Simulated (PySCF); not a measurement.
SMILES COCC(C)O, singlet (GFN2-xTB optimised geometry):

```
16

C     -0.449    -2.825    -2.225
O     -0.061    -2.023    -1.142
C     -0.559    -0.704    -1.220
C     -0.034     0.062     0.000
C     -0.515     1.507     0.000
O      1.375     0.062     0.000
H     -0.083    -2.416    -3.175
H     -0.011    -3.807    -2.059
H     -1.541    -2.916    -2.280
H     -0.205    -0.220    -2.143
H     -1.658    -0.707    -1.225
H     -0.400    -0.453     0.904
H     -0.172     2.009    -0.901
H     -1.599     1.547     0.047
H     -0.098     2.023     0.860
H      1.658    -0.843    -0.179
```

Method: PBE0/def2-TZVP run with PySCF 2.14.0.

Task: What are the frontier orbital energies and the dipole moment?

Result: HOMO-2 -9.15 eV, HOMO-1 -7.71 eV, HOMO -7.65 eV, LUMO 1.21 eV, LUMO+1 1.69 eV; dipole moment 2.23 D.

On the same geometry PBE/def2-TZVP (PySCF) gives HOMO-2 -7.62 eV, HOMO-1 -6.10 eV, HOMO -6.03 eV, LUMO 0.37 eV, LUMO+1 0.86 eV; dipole moment 2.09 D.

Meta-Löwdin charges at PBE0/def2-TZVP: C1 -0.13, O2 -0.40, C3 -0.02, C4 0.14, C5 -0.36, O6 -0.55, H7 0.10, H8 0.13, H9 0.10, H10 0.09, H11 0.09, H12 0.09, H13 0.12, H14 0.12, H15 0.13, H16 0.34.
